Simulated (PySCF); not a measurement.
A mixed set of molecules.

All values: PBE0/def2-SVPD (PySCF) at GFN2-xTB geometries, gas phase, one conformer each. Core orbitals are frozen in the response; Δα² is half the sum of the squared differences of the principal polarisabilities.

(1) Rank by dipole moment, lowest first.
A. `[CH3:1][CH2:2]/[C:3](=[CH:4]/[F:5])[S@@:6]([CH3:7])=[O:8]` with C1–C2–C3–C4 -69°, C2–C3–S6–C7 -101°
B. `[CH:1]#[C:2][C@@H:3]([F:4])[C@@H:5]([CH3:6])[CH2:7][F:8]` with C2–C3–C5–C6 -59°, C3–C5–C7–F8 61°
C. `[F:1][Si:2]([F:3])([F:4])[CH2:5][CH2:6][CH2:7][SiH3:8]` with Si2–C5–C6–C7 -61°, C5–C6–C7–Si8 -178°
D. `[F:1][CH2:2][C@H:3]([SiH3:4])[C:5]#[C:6][SiH2:7][F:8]` with F1–C2–C3–Si4 -55°
E. `CS(=O)(=O)Cl`
F. `[H]/[N:7]=[CH:6]/[CH2:5][C@@H:3]([C:2]#[CH:1])[CH3:4]` with C2–C3–C5–C6 63°, C3–C5–C6–N7 123°

(2) Rank by HOMO energy, highest first.
A. `C1=N[C@@H]1C1CCC1`
B. `C=CC[C@H](C)C#N`
C. `[S@@](=O)(/C(CC)=C\F)C`
D. `C#C[C@@H](F)[C@@H](C)CF`
E. `C=CC(=C)[C@@H](F)CF`
F. `COc1ccp(C)c1`

(3) Rank by HOMO–LUMO gap, lowest first.
A. `C1=N[C@@H]1C1CCC1`
B. `[H]/N=C/C[C@H](C)C#C`
C. `CS(=O)(=O)Cl`
D. `COc1ccp(C)c1`
E. `[S@@](C)(=O)/C(CC)=C\F`
F. `C=CC(=C)[C@@H](F)CF`

## Answers

(1) F (1.34 D), D (1.76 D), B (2.13 D), C (3.07 D), A (3.30 D), E (3.96 D).

(2) F (-6.26 eV), C (-6.87 eV), E (-7.25 eV), A (-7.42 eV), B (-7.99 eV), D (-8.28 eV).

(3) D (5.29 eV), F (5.99 eV), E (6.24 eV), A (6.79 eV), B (7.18 eV), C (7.51 eV).

All values together:

| SMILES | formula | μ (D) | HOMO (eV) | LUMO (eV) | α (Å³) | Δα (Å³) | electrons | α per electron (Å³) |
| --- | --- | --- | --- | --- | --- | --- | --- | --- |
| CC/C(=C/F)[S@@](C)=O | C5H9FOS | 3.30 | -6.87 | -0.63 | 12.73 | 2.46 | 72 | 0.177 |
| COc1ccp(C)c1 | C6H9OP | 1.49 | -6.26 | -0.97 | 14.76 | 6.88 | 68 | 0.217 |
| FC[C@H]([SiH3])C#C[SiH2]F | C4H8F2Si2 | 1.76 | -7.89 | -0.84 | 15.16 | 7.98 | 78 | 0.194 |
| C1=N[C@@H]1C1CCC1 | C6H9N | 2.20 | -7.42 | -0.63 | 10.52 | 3.41 | 52 | 0.202 |
| CS(=O)(=O)Cl | CH3ClO2S | 3.96 | -9.27 | -1.76 | 8.10 | 1.93 | 58 | 0.140 |
| F[Si](F)(F)CCC[SiH3] | C3H9F3Si2 | 3.07 | -8.92 | 0.03 | 12.66 | 3.70 | 82 | 0.154 |
| [H]/N=C/C[C@H](C)C#C | C6H9N | 1.34 | -7.31 | -0.13 | 11.52 | 4.56 | 52 | 0.221 |
| C=CC(=C)[C@@H](F)CF | C6H8F2 | 2.37 | -7.25 | -1.26 | 11.34 | 5.94 | 62 | 0.183 |
| C=CC[C@H](C)C#N | C6H9N | 4.08 | -7.99 | -0.20 | 11.15 | 5.07 | 52 | 0.214 |
| C#C[C@@H](F)[C@@H](C)CF | C6H8F2 | 2.13 | -8.28 | 0.04 | 10.44 | 2.56 | 62 | 0.168 |

Conformers: `[CH3:1][CH2:2]/[C:3](=[CH:4]/[F:5])[S@@:6]([CH3:7])=[O:8]` with C1–C2–C3–C4 -69°, C2–C3–S6–C7 -101°; `[CH3:1][O:2][c:3]1[cH:4][cH:5][p:6]([CH3:7])[cH:8]1` with C1–O2–C3–C4 179°; `[F:1][CH2:2][C@H:3]([SiH3:4])[C:5]#[C:6][SiH2:7][F:8]` with F1–C2–C3–Si4 -55°; `[CH:1]1=[N:2][C@@H:3]1[CH:4]1[CH2:5][CH2:6][CH2:7]1` with N2–C3–C4–C5 93°, C1–N2–C3–C4 109°, C3–C4–C5–C6 128°, C4–C5–C6–C7 -9°, C5–C6–C7–C4 9°; `[F:1][Si:2]([F:3])([F:4])[CH2:5][CH2:6][CH2:7][SiH3:8]` with Si2–C5–C6–C7 -61°, C5–C6–C7–Si8 -178°; `[H]/[N:7]=[CH:6]/[CH2:5][C@@H:3]([C:2]#[CH:1])[CH3:4]` with C2–C3–C5–C6 63°, C3–C5–C6–N7 123°; `[CH2:1]=[CH:2][C:3](=[CH2:4])[C@@H:5]([F:6])[CH2:7][F:8]` with C1–C2–C3–C4 -179°, C2–C3–C5–F6 163°, C3–C5–C7–F8 143°; `[CH2:1]=[CH:2][CH2:3][C@H:4]([CH3:5])[C:6]#[N:7]` with C1–C2–C3–C4 120°, C2–C3–C4–C5 -65°; `[CH:1]#[C:2][C@@H:3]([F:4])[C@@H:5]([CH3:6])[CH2:7][F:8]` with C2–C3–C5–C6 -59°, C3–C5–C7–F8 61°.

Question: How closely does the mean polarisability follow the number of electrons in this set?

Answer: The correlation coefficient is 0.65; α per electron runs from 0.140 to 0.221 Å³.
